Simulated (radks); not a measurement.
Isoelectronic series with 20 electrons, each ion in its NIST ground configuration. Calculated with a radial shooting solver on a logarithmic mesh with Libxc functionals: Dirac Kohn-Sham, LDA (Slater exchange, Perdew-Wang correlation), spin-unpolarised, spherical densities, finite nucleus; open shells fill j = l - 1/2 first; Fermi nuclear charge, rms radius of each element as measured or else 0.836 A^(1/3) + 0.57 fm. Total energies (hartree) and orbital eigenvalues (eV) (* marks an orbital that is empty in some or all of the ions):

| ion | configuration | E (hartree) | 4s1/2* | 3p3/2 | 3p1/2 |
|---|---|---|---|---|---|
| Ca | [Ar] 4s2 | -678.69488 | -3.8641 | -27.8525 | -28.2416 |
| Sc+ | [Ar] 3d1 4s1 | -762.06594 | -9.9509 | -40.4533 | -40.9701 |
| Ti2+ | [Ar] 3d2 | -850.95009 | -16.9230 | -54.5218 | -55.1882 |
| V3+ | [Ar] 3d2 | -945.17694 | -27.6687 | -76.9540 | -77.8290 |
| Cr4+ | [Ar] 3d2 | -1044.70900 | -40.4966 | -103.0125 | -104.1438 |
| Mn5+ | [Ar] 3d2 | -1149.54744 | -55.2780 | -132.4429 | -133.8833 |
| Fe6+ | [Ar] 3d2 | -1259.69986 | -71.9477 | -165.1308 | -166.9391 |
| Co7+ | [Ar] 3d2 | -1375.17721 | -90.4684 | -201.0142 | -203.2560 |
| Ni8+ | [Ar] 3d2 | -1495.99311 | -110.8170 | -240.0554 | -242.8034 |
| Cu9+ | [Ar] 3d2 | -1622.16228 | -132.9790 | -282.2301 | -285.5641 |
| Zn10+ | [Ar] 3d2 | -1753.70205 | -156.9454 | -327.5214 | -331.5297 |
| Ga11+ | [Ar] 3d2 | -1890.63024 | -182.7105 | -375.9179 | -380.6969 |
| Ge12+ | [Ar] 3d2 | -2032.96624 | -210.2715 | -427.4117 | -433.0666 |
| As13+ | [Ar] 3d2 | -2180.73100 | -239.6276 | -481.9971 | -488.6425 |
| Se14+ | [Ar] 3d2 | -2333.94574 | -270.7793 | -539.6705 | -547.4309 |
| Br15+ | [Ar] 3d2 | -2492.63356 | -303.7285 | -600.4298 | -609.4397 |
| Kr16+ | [Ar] 3d2 | -2656.81816 | -338.4780 | -664.2738 | -674.6786 |
| Rb17+ | [Ar] 3d2 | -2826.52466 | -375.0315 | -731.2023 | -743.1587 |
